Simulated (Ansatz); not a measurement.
Relaxation of the cluster Sr₆S₅ with RKS PBE-D4/def2-SVP.

```sh
$ ansatz run in.yaml --threads 4 --pin off --events-out ev --progress --plain --max-ram 6963MiB
```

```yaml
crystal:
  periodic: [false, false, false]
  atoms:
    - {symbol: Sr, position_ang: [-4.192100, -1.603300, 4.006300]}
    - {symbol: Sr, position_ang: [-1.981600, 2.422700, 3.367600]}
    - {symbol: Sr, position_ang: [-3.726400, 3.614300, -2.007500]}
    - {symbol: Sr, position_ang: [0.000000, 0.000000, 0.000000]}
    - {symbol: Sr, position_ang: [-6.335100, 2.194500, 1.487200]}
    - {symbol: Sr, position_ang: [-4.217300, -1.458400, -0.736100]}
    - {symbol: S, position_ang: [-0.670800, 3.580100, -1.597200]}
    - {symbol: S, position_ang: [-2.067000, -1.437900, 1.698600]}
    - {symbol: S, position_ang: [0.052600, 2.727800, 1.480200]}
    - {symbol: S, position_ang: [-2.648800, 1.217500, -0.502100]}
    - {symbol: S, position_ang: [-3.931000, 0.384300, 1.694200]}
basis:
  gaussian: {orbitals: def2-SVP}
hamiltonian: {xc: pbe, dispersion: d4}
scf: {lower_state_search: "off"}
output: {orbitals: {seedname: orbitals}}
relax: {f_tol: 0.03, max_steps: 70}
```

It took 10 min on 4 threads of Intel Xeon on a shared host, peak host memory 0.61 GiB.

Positions (Å) and forces (eV/Å) at steps 1, 2, 3, 4, 5, 6, 7, 8, 9, 10, 11, 12, 13, 14, 15, 16, 17, 18, 19, 20, 21, 22, 23, 24, 25, 26 of 32:

```xyz
11
step=1 energy=-59158.4492 eV
Sr   -4.192   -1.603    4.006    0.675    0.509   -1.072
Sr   -1.982    2.423    3.368    0.377   -0.647   -1.494
Sr   -3.726    3.614   -2.007    1.785   -0.711    0.715
Sr    0.000    0.000    0.000   -1.324    1.570    0.906
Sr   -6.335    2.195    1.487    0.720   -0.464   -0.205
Sr   -4.217   -1.458   -0.736    1.022    0.950    0.989
S    -0.671    3.580   -1.597   -1.482   -0.426   -0.125
S    -2.067   -1.438    1.699    0.697   -1.217   -0.443
S     0.053    2.728    1.480   -0.374   -0.930    0.386
S    -2.649    1.218   -0.502   -0.081    0.044   -0.978
S    -3.931    0.384    1.694   -2.015    1.323    1.321
11
step=2 energy=-59160.3832 eV
Sr   -4.132   -1.572    3.928    0.747    0.420   -1.151
Sr   -1.968    2.352    3.246    0.012   -0.609   -1.091
Sr   -3.612    3.569   -1.960    1.449   -0.494    0.541
Sr   -0.116    0.135    0.080   -0.813    1.044    0.641
Sr   -6.319    2.191    1.463    0.585   -0.346   -0.214
Sr   -4.136   -1.384   -0.650    1.059    0.912    1.205
S    -0.756    3.537   -1.599   -1.198   -0.238   -0.265
S    -2.036   -1.509    1.667    0.537   -1.211   -0.391
S     0.046    2.666    1.494   -0.050   -0.679    0.359
S    -2.680    1.211   -0.545   -0.281   -0.029   -0.960
S    -4.010    0.445    1.766   -2.047    1.229    1.326
11
step=3 energy=-59162.0667 eV
Sr   -4.063   -1.545    3.828    0.772    0.264   -1.094
Sr   -1.981    2.294    3.156   -0.304   -0.469   -0.691
Sr   -3.501    3.537   -1.923    0.583   -0.163    0.225
Sr   -0.181    0.219    0.133   -0.522    0.576    0.271
Sr   -6.308    2.192    1.441    0.126    0.021   -0.205
Sr   -4.041   -1.303   -0.527    0.894    0.776    1.179
S    -0.844    3.524   -1.630   -0.306   -0.020   -0.248
S    -1.991   -1.613    1.633    0.102   -0.788   -0.170
S     0.051    2.606    1.527    0.278   -0.318    0.349
S    -2.708    1.202   -0.621   -0.318   -0.377   -0.777
S    -4.149    0.530    1.873   -1.305    0.497    1.162
11
step=4 energy=-59163.1346 eV
Sr   -3.972   -1.541    3.718    0.676   -0.024   -0.725
Sr   -2.023    2.240    3.073   -0.376   -0.241   -0.449
Sr   -3.427    3.527   -1.908   -0.026    0.029    0.012
Sr   -0.241    0.281    0.157   -0.255    0.352   -0.100
Sr   -6.319    2.212    1.420   -0.296    0.371   -0.252
Sr   -3.950   -1.228   -0.374    0.279    0.324    0.739
S    -0.867    3.538   -1.672    0.460    0.189   -0.159
S    -1.971   -1.697    1.614    0.087   -0.453    0.149
S     0.089    2.568    1.582    0.356   -0.108    0.383
S    -2.746    1.160   -0.719   -0.284   -0.465   -0.556
S    -4.290    0.583    1.999   -0.622    0.027    0.959
11
step=5 energy=-59164.0148 eV
Sr   -3.850   -1.596    3.642    0.585   -0.154   -0.313
Sr   -2.118    2.223    2.898   -0.335   -0.114   -0.315
Sr   -3.258    3.527   -1.830   -0.097    0.046   -0.032
Sr   -0.304    0.418    0.051   -0.042    0.319   -0.420
Sr   -6.378    2.242    1.389   -0.293    0.422   -0.316
Sr   -3.996   -1.250   -0.181   -0.010    0.016    0.349
S    -0.718    3.565   -1.633    0.695    0.048   -0.009
S    -1.907   -1.698    1.612    0.160   -0.262    0.249
S     0.124    2.573    1.605    0.333    0.036    0.421
S    -2.872    1.050   -0.785   -0.461   -0.194   -0.503
S    -4.438    0.587    2.123   -0.535   -0.163    0.887
11
step=6 energy=-59164.7134 eV
Sr   -3.731   -1.652    3.622    0.428   -0.140    0.005
Sr   -2.197    2.198    2.799   -0.137   -0.050   -0.358
Sr   -3.160    3.546   -1.818    0.068    0.022    0.009
Sr   -0.351    0.534   -0.060    0.100    0.585   -0.379
Sr   -6.413    2.294    1.342   -0.115    0.344   -0.329
Sr   -4.024   -1.265   -0.063   -0.110   -0.070    0.279
S    -0.598    3.561   -1.616    0.440   -0.235    0.044
S    -1.851   -1.700    1.624    0.181   -0.060    0.054
S     0.167    2.567    1.677    0.038   -0.167    0.395
S    -2.984    0.992   -0.872   -0.435    0.074   -0.400
S    -4.576    0.568    2.258   -0.457   -0.304    0.679
11
step=7 energy=-59165.3073 eV
Sr   -3.605   -1.708    3.631    0.239   -0.007    0.186
Sr   -2.282    2.170    2.708    0.034   -0.050   -0.407
Sr   -3.080    3.569   -1.812    0.144   -0.027    0.032
Sr   -0.379    0.667   -0.179    0.213    0.751   -0.248
Sr   -6.416    2.346    1.277    0.116    0.183   -0.266
Sr   -4.059   -1.268    0.028   -0.060   -0.010    0.284
S    -0.500    3.511   -1.603    0.233   -0.399    0.038
S    -1.802   -1.675    1.627    0.136    0.062   -0.145
S     0.197    2.542    1.767   -0.261   -0.337    0.316
S    -3.084    0.959   -0.947   -0.419    0.238   -0.267
S    -4.709    0.528    2.394   -0.376   -0.405    0.475
11
step=8 energy=-59165.8064 eV
Sr   -3.515   -1.751    3.675    0.087    0.078    0.293
Sr   -2.357    2.062    2.557    0.136   -0.129   -0.402
Sr   -2.992    3.620   -1.808    0.091   -0.065    0.036
Sr   -0.387    0.795   -0.299    0.371    0.616   -0.114
Sr   -6.400    2.336    1.207    0.240    0.081   -0.222
Sr   -4.090   -1.236    0.128   -0.022   -0.047    0.203
S    -0.411    3.466   -1.623    0.119   -0.356   -0.080
S    -1.771   -1.561    1.661    0.119    0.128   -0.220
S     0.211    2.474    1.833   -0.399   -0.355    0.231
S    -3.175    0.988   -0.935   -0.378    0.471   -0.115
S    -4.831    0.450    2.496   -0.363   -0.421    0.390
11
step=9 energy=-59166.2673 eV
Sr   -3.425   -1.765    3.739    0.042    0.130    0.208
Sr   -2.439    1.942    2.426    0.209   -0.168   -0.356
Sr   -2.938    3.668   -1.822    0.122   -0.009    0.034
Sr   -0.356    0.914   -0.385    0.361    0.274    0.129
Sr   -6.326    2.335    1.135    0.311   -0.033   -0.179
Sr   -4.110   -1.196    0.194    0.007   -0.097    0.159
S    -0.355    3.406   -1.689    0.032   -0.045   -0.299
S    -1.750   -1.473    1.669   -0.023    0.164   -0.159
S     0.186    2.395    1.919   -0.457   -0.334    0.111
S    -3.247    1.063   -0.892   -0.362    0.478    0.134
S    -4.957    0.353    2.599   -0.242   -0.360    0.218
11
step=10 energy=-59166.6871 eV
Sr   -3.363   -1.750    3.804    0.023    0.126    0.098
Sr   -2.498    1.815    2.298    0.165   -0.122   -0.106
Sr   -2.887    3.711   -1.825    0.134    0.118    0.005
Sr   -0.321    1.002   -0.420    0.348    0.058    0.231
Sr   -6.211    2.307    1.052    0.343   -0.133   -0.187
Sr   -4.128   -1.184    0.236   -0.025   -0.185    0.107
S    -0.307    3.385   -1.811   -0.036    0.047   -0.396
S    -1.755   -1.392    1.670   -0.068    0.131   -0.097
S     0.137    2.318    1.987   -0.349   -0.234   -0.004
S    -3.337    1.177   -0.762   -0.373    0.444    0.261
S    -5.048    0.251    2.662   -0.163   -0.250    0.089
11
step=11 energy=-59167.0166 eV
Sr   -3.324   -1.722    3.836    0.002    0.049    0.087
Sr   -2.526    1.737    2.277    0.057   -0.082    0.087
Sr   -2.844    3.774   -1.830    0.150    0.032    0.061
Sr   -0.256    1.045   -0.413    0.144    0.147    0.143
Sr   -6.108    2.262    0.976    0.381   -0.212   -0.192
Sr   -4.148   -1.207    0.262   -0.016   -0.006   -0.012
S    -0.281    3.367   -1.960   -0.049   -0.120   -0.291
S    -1.765   -1.339    1.655   -0.030    0.077   -0.079
S     0.082    2.263    2.027   -0.113   -0.066   -0.020
S    -3.432    1.292   -0.636   -0.432    0.315    0.233
S    -5.115    0.169    2.698   -0.093   -0.134   -0.018
11
step=12 energy=-59167.2490 eV
Sr   -3.301   -1.715    3.864   -0.004    0.008   -0.025
Sr   -2.529    1.691    2.312    0.023   -0.078    0.246
Sr   -2.793    3.800   -1.807    0.069    0.135    0.035
Sr   -0.235    1.109   -0.383    0.160   -0.058    0.047
Sr   -5.997    2.201    0.897    0.099   -0.134   -0.028
Sr   -4.166   -1.200    0.250   -0.027   -0.081    0.034
S    -0.267    3.301   -2.100   -0.020   -0.144   -0.246
S    -1.781   -1.305    1.632   -0.019    0.082   -0.061
S     0.061    2.261    2.055   -0.061    0.102    0.033
S    -3.558    1.399   -0.538   -0.175    0.202    0.042
S    -5.152    0.099    2.708   -0.044   -0.034   -0.074
11
step=13 energy=-59167.3453 eV
Sr   -3.285   -1.717    3.838   -0.022   -0.130    0.048
Sr   -2.535    1.643    2.441    0.132    0.007   -0.079
Sr   -2.742    3.871   -1.793    0.279   -0.133    0.127
Sr   -0.154    1.110   -0.366   -0.057    0.120    0.230
Sr   -5.968    2.143    0.865   -0.330    0.036    0.212
Sr   -4.184   -1.208    0.259   -0.005    0.103   -0.129
S    -0.261    3.185   -2.252   -0.183   -0.159   -0.101
S    -1.779   -1.250    1.592    0.056    0.071   -0.032
S     0.028    2.315    2.085   -0.108    0.086   -0.134
S    -3.647    1.500   -0.479    0.249    0.005   -0.097
S    -5.192    0.050    2.700   -0.012   -0.006   -0.045
11
step=14 energy=-59167.4765 eV
Sr   -3.278   -1.774    3.817   -0.035   -0.047   -0.084
Sr   -2.519    1.635    2.461   -0.169   -0.068   -0.005
Sr   -2.635    3.862   -1.736    0.151    0.011    0.083
Sr   -0.154    1.142   -0.298    0.020   -0.077   -0.043
Sr   -6.043    2.120    0.925   -0.108   -0.045    0.144
Sr   -4.185   -1.170    0.212    0.041    0.125   -0.067
S    -0.257    3.041   -2.383   -0.050   -0.207   -0.011
S    -1.777   -1.208    1.563    0.071    0.047    0.003
S    -0.011    2.424    2.086    0.016    0.252   -0.065
S    -3.662    1.562   -0.445    0.059    0.020    0.061
S    -5.197    0.007    2.688    0.004   -0.011   -0.015
11
step=15 energy=-59167.6413 eV
Sr   -3.280   -1.832    3.763   -0.009   -0.069   -0.065
Sr   -2.564    1.618    2.476    0.090    0.080    0.006
Sr   -2.514    3.882   -1.658    0.356   -0.046    0.116
Sr   -0.127    1.092   -0.270    0.006    0.025    0.036
Sr   -6.102    2.090    1.005   -0.070   -0.025    0.059
Sr   -4.147   -1.099    0.180    0.012    0.024   -0.117
S    -0.249    2.865   -2.470   -0.148   -0.182    0.053
S    -1.734   -1.159    1.545    0.008    0.032    0.005
S    -0.100    2.581    2.017   -0.175    0.178   -0.164
S    -3.675    1.649   -0.386   -0.147    0.008    0.110
S    -5.225   -0.046    2.689    0.077   -0.025   -0.039
11
step=16 energy=-59167.8287 eV
Sr   -3.279   -1.882    3.734   -0.010    0.002   -0.146
Sr   -2.571    1.632    2.477    0.061    0.048    0.041
Sr   -2.388    3.878   -1.533    0.501   -0.129    0.188
Sr   -0.107    1.053   -0.244    0.062    0.065    0.014
Sr   -6.164    2.072    1.057   -0.036   -0.081    0.076
Sr   -4.133   -1.081    0.124    0.026    0.089   -0.005
S    -0.238    2.726   -2.523   -0.249   -0.178    0.155
S    -1.729   -1.113    1.529    0.062   -0.005   -0.002
S    -0.171    2.739    1.923   -0.277    0.148   -0.294
S    -3.729    1.699   -0.317   -0.158    0.085   -0.030
S    -5.209   -0.080    2.665    0.019   -0.045    0.003
11
step=17 energy=-59168.0707 eV
Sr   -3.275   -1.908    3.697    0.005   -0.014   -0.116
Sr   -2.591    1.633    2.469    0.079    0.067    0.045
Sr   -2.255    3.874   -1.394    0.590   -0.177    0.319
Sr   -0.072    1.014   -0.233    0.097    0.091   -0.004
Sr   -6.211    2.049    1.100   -0.021   -0.078    0.055
Sr   -4.118   -1.049    0.105    0.013    0.080   -0.029
S    -0.239    2.611   -2.552   -0.249   -0.184    0.203
S    -1.704   -1.088    1.511    0.047    0.015    0.010
S    -0.263    2.869    1.810   -0.376    0.148   -0.438
S    -3.777    1.741   -0.288   -0.227    0.102   -0.040
S    -5.214   -0.102    2.665    0.042   -0.049   -0.005
11
step=18 energy=-59168.3683 eV
Sr   -3.269   -1.926    3.673    0.015   -0.022   -0.100
Sr   -2.608    1.638    2.463    0.049    0.036    0.033
Sr   -2.128    3.861   -1.247    0.600   -0.171    0.460
Sr   -0.035    0.979   -0.231    0.119    0.071   -0.038
Sr   -6.245    2.031    1.130   -0.017   -0.074    0.044
Sr   -4.108   -1.027    0.088    0.016    0.092   -0.039
S    -0.247    2.527   -2.561   -0.187   -0.225    0.214
S    -1.688   -1.067    1.500    0.053    0.038    0.015
S    -0.359    2.972    1.684   -0.424    0.192   -0.555
S    -3.820    1.771   -0.270   -0.264    0.107   -0.029
S    -5.211   -0.118    2.664    0.042   -0.045   -0.005
11
step=19 energy=-59168.6936 eV
Sr   -3.262   -1.939    3.654    0.021   -0.029   -0.085
Sr   -2.621    1.640    2.457    0.007    0.005    0.018
Sr   -2.006    3.842   -1.097    0.490   -0.100    0.428
Sr    0.004    0.946   -0.232    0.141    0.038   -0.090
Sr   -6.271    2.014    1.153   -0.023   -0.066    0.040
Sr   -4.100   -1.005    0.072    0.022    0.115   -0.053
S    -0.258    2.456   -2.560   -0.119   -0.273    0.244
S    -1.674   -1.047    1.491    0.062    0.063    0.018
S    -0.459    3.062    1.548   -0.378    0.184   -0.515
S    -3.863    1.802   -0.257   -0.270    0.101   -0.001
S    -5.208   -0.131    2.663    0.046   -0.038   -0.003
11
step=20 energy=-59168.9038 eV
Sr   -3.250   -1.955    3.632    0.029   -0.039   -0.069
Sr   -2.638    1.640    2.446   -0.017    0.004   -0.017
Sr   -1.892    3.831   -0.959   -0.044    0.104   -0.204
Sr    0.067    0.909   -0.235    0.148   -0.051    0.004
Sr   -6.301    1.995    1.178   -0.088   -0.046    0.066
Sr   -4.082   -0.963    0.052    0.036    0.103   -0.072
S    -0.276    2.366   -2.522   -0.032   -0.255    0.107
S    -1.652   -1.020    1.489    0.056    0.093   -0.012
S    -0.565    3.132    1.399    0.032   -0.017    0.172
S    -3.931    1.850   -0.252   -0.162    0.129    0.029
S    -5.196   -0.143    2.663    0.042   -0.025   -0.005
11
step=21 energy=-59169.0537 eV
Sr   -3.220   -2.005    3.580    0.018    0.011   -0.106
Sr   -2.657    1.663    2.430   -0.041    0.042   -0.049
Sr   -1.878    3.837   -1.014    0.089   -0.341   -0.024
Sr    0.223    0.878   -0.146   -0.055    0.170    0.022
Sr   -6.400    1.952    1.247   -0.079   -0.059    0.083
Sr   -4.039   -0.853   -0.010    0.049    0.143   -0.094
S    -0.325    2.178   -2.490   -0.079   -0.169    0.200
S    -1.630   -0.968    1.472    0.100    0.083   -0.051
S    -0.569    3.147    1.400    0.036   -0.019   -0.024
S    -4.058    1.990   -0.220   -0.058    0.157    0.056
S    -5.165   -0.177    2.643    0.019   -0.018   -0.013
11
step=22 energy=-59169.1842 eV
Sr   -3.185   -2.025    3.498    0.020    0.001   -0.083
Sr   -2.682    1.695    2.401   -0.078    0.069    0.110
Sr   -1.832    3.683   -1.018   -0.215    0.106   -0.107
Sr    0.287    0.923   -0.079    0.202   -0.158    0.163
Sr   -6.508    1.918    1.323   -0.083   -0.090    0.107
Sr   -3.981   -0.736   -0.071    0.008    0.124   -0.129
S    -0.342    1.988   -2.501   -0.084   -0.175    0.181
S    -1.582   -0.909    1.440    0.016    0.110   -0.054
S    -0.548    3.184    1.454    0.013   -0.078   -0.153
S    -4.200    2.119   -0.170    0.151    0.106    0.012
S    -5.146   -0.199    2.614    0.050   -0.015   -0.048
11
step=23 energy=-59169.3253 eV
Sr   -3.148   -2.045    3.428    0.045    0.037   -0.131
Sr   -2.708    1.746    2.436    0.042    0.036   -0.098
Sr   -1.876    3.657   -1.066    0.013   -0.159    0.055
Sr    0.430    0.873    0.015   -0.164    0.161    0.040
Sr   -6.567    1.881    1.377   -0.008   -0.100    0.062
Sr   -3.947   -0.637   -0.158    0.134    0.252   -0.043
S    -0.400    1.826   -2.403   -0.095   -0.219    0.135
S    -1.572   -0.830    1.406   -0.004   -0.014    0.045
S    -0.557    3.171    1.394    0.008   -0.045   -0.040
S    -4.260    2.225   -0.111    0.044    0.059    0.023
S    -5.112   -0.226    2.573   -0.016   -0.009   -0.048
11
step=24 energy=-59169.4452 eV
Sr   -3.128   -2.070    3.374    0.031    0.025   -0.100
Sr   -2.711    1.771    2.421   -0.001    0.047    0.029
Sr   -1.882    3.609   -1.080    0.024   -0.071    0.031
Sr    0.447    0.877    0.088   -0.051    0.097   -0.029
Sr   -6.600    1.842    1.408   -0.002   -0.086    0.042
Sr   -3.869   -0.513   -0.219    0.145    0.182   -0.113
S    -0.492    1.658   -2.351   -0.176   -0.218    0.145
S    -1.546   -0.804    1.408   -0.009   -0.016    0.078
S    -0.552    3.194    1.388    0.004   -0.012   -0.038
S    -4.303    2.329   -0.079    0.041    0.015    0.054
S    -5.083   -0.251    2.533   -0.006    0.037   -0.100
11
step=25 energy=-59169.5668 eV
Sr   -3.119   -2.081    3.333    0.011    0.019   -0.082
Sr   -2.709    1.796    2.442   -0.052    0.001    0.027
Sr   -1.886    3.583   -1.078   -0.007   -0.036   -0.008
Sr    0.455    0.882    0.128    0.004    0.041   -0.048
Sr   -6.622    1.818    1.418    0.053   -0.078    0.006
Sr   -3.781   -0.426   -0.287    0.210    0.203   -0.124
S    -0.613    1.512   -2.305   -0.266   -0.215    0.181
S    -1.522   -0.775    1.424    0.011   -0.027    0.105
S    -0.551    3.206    1.382    0.045    0.028   -0.020
S    -4.313    2.390   -0.040    0.010    0.038    0.056
S    -5.056   -0.262    2.474   -0.020    0.026   -0.093
11
step=26 energy=-59169.7143 eV
Sr   -3.115   -2.089    3.299   -0.005    0.008   -0.063
Sr   -2.710    1.814    2.458   -0.075   -0.024    0.033
Sr   -1.894    3.570   -1.078   -0.008   -0.037   -0.008
Sr    0.464    0.881    0.159    0.012    0.026   -0.069
Sr   -6.637    1.796    1.421    0.088   -0.066   -0.021
Sr   -3.685   -0.341   -0.347    0.289    0.214   -0.179
S    -0.745    1.379   -2.252   -0.367   -0.222    0.253
S    -1.493   -0.755    1.447    0.028   -0.029    0.130
S    -0.548    3.214    1.376    0.068    0.048   -0.040
S    -4.319    2.446   -0.010   -0.012    0.057    0.062
S    -5.035   -0.274    2.417   -0.019    0.025   -0.098
```

In the def2 sets Sr takes a core potential; there is no spin–orbit coupling. The restricted singlet is unstable towards broken spin symmetry in Hartree–Fock (as tested in another run); at PBE-D4/def2-SVP this wasn't settled. At PBE0-D4/def2-TZVP a triplet of charge 0 lies 0.22 eV below the restricted singlet, each at its own geometry. The structure comes from a short search, and lower isomers may exist.
